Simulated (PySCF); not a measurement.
1,1-dichlorocyclopropane (C3H4Cl2), SMILES ClC1(Cl)CC1.

Geometry: ωB97X-D3(BJ)/def2-SVP.

These are PySCF with PBE/def2-TZVP values and carry that method's errors.

Symmetry labels are those of the subgroup C2v that the program uses (full group C2v).

Computed valence orbital energies around the gap with their symmetry:
```tsv
orbital	symmetry	energy (eV)
HOMO−7	B1	-10.15
HOMO−6	B2	-9.91
HOMO−5	A2	-9.59
HOMO−4	A1	-9.00
HOMO−3	A2	-7.61
HOMO−2	A1	-7.57
HOMO−1	B1	-7.29
HOMO	B2	-6.54
LUMO	A1	-0.96
LUMO+1	B1	-0.58
LUMO+2	A1	0.82
LUMO+3	B2	1.23
```
